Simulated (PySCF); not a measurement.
A PySCF script (with the pyscf-properties extension) for the NMR shieldings of SMILES N#C[BH2-][S@@+]1C=CCC1, C₅H₈BNS, on a GFN2-xTB geometry:

```python
import basis_set_exchange as bse
import numpy as np
from pyscf import gto, dft
from pyscf.prop import nmr

atoms = """
N     1.291922   -2.195191   -0.020910
C     1.599796   -1.153912   -0.399612
B     1.961516    0.266070   -0.871648
S     0.317874    1.351293   -0.529627
C    -0.931502    0.330533   -1.263446
C    -1.604308   -0.410902   -0.404009
C    -1.206482   -0.302959    1.032543
C    -0.185990    0.831687    1.163229
H     2.135933    0.351736   -2.040476
H     2.782400    0.794428   -0.198136
H    -1.040182    0.375810   -2.329878
H    -2.381137   -1.099321   -0.691268
H    -2.078371   -0.115194    1.662382
H    -0.767985   -1.255479    1.341018
H    -0.611239    1.712545    1.642509
H     0.710158    0.527803    1.698369
"""
names = dict.fromkeys(["N", "C", "B", "S", "H"], "pcSseg-1")
basis = {el: gto.basis.parse(bse.get_basis(n, elements=[el], fmt="nwchem")) for el, n in names.items()}
mol = gto.M(atom=atoms, basis=basis, charge=0, verbose=0)
mf = dft.RKS(mol, xc="PBE0")
mf.grids.level = 2
mf.grids.alignment = dft.numint.BLKSIZE   # the property module wants whole blocks of grid points
mf.conv_tol = 1e-9
mf.kernel()

calc = nmr.RKS(mf)   # GIAO
C = mf.mo_coeff
Co = C[:, mf.mo_occ > 0]
resp = mf.gen_response(singlet=True, hermi=2)
def vind(x):   # induced exchange potential for any number of trial vectors
    d = np.einsum("pi,xij,qj->xpq", C, 2 * x.reshape(-1, C.shape[1], Co.shape[1]), Co, optimize=True)
    return np.einsum("xpq,pi,qj->xij", resp(d - d.transpose(0, 2, 1)), C, Co, optimize=True).ravel()
mo1, _ = nmr.rhf.solve_mo1(calc, with_cphf=vind)
sigma = calc.kernel(mo1)
for i, s in enumerate(sigma):   # ppm
    print("%2d %-2s %9.2f" % (i, mol.atom_pure_symbol(i), np.trace(s) / 3))
```

**Question.** Give the expected output.

**Answer.** 
```
 0 N     -66.06
 1 C      50.66
 2 B     127.84
 3 S     394.71
 4 C      60.98
 5 C      40.15
 6 C     146.32
 7 C     145.36
 8 H      29.49
 9 H      29.42
10 H      26.05
11 H      25.10
12 H      28.88
13 H      27.56
14 H      28.37
15 H      28.24
```

These numbers come from an equivalent density-fitted implementation of the same equations, which agrees with the script to about 0.01 ppm for H and up to a few tenths of a ppm for heavy atoms, so last digits may differ.

Size and cost of the density-fitted run: 183 basis functions, 100 s wall time on 1 thread of an Intel Xeon, shared host; peak memory 0.83 GiB.
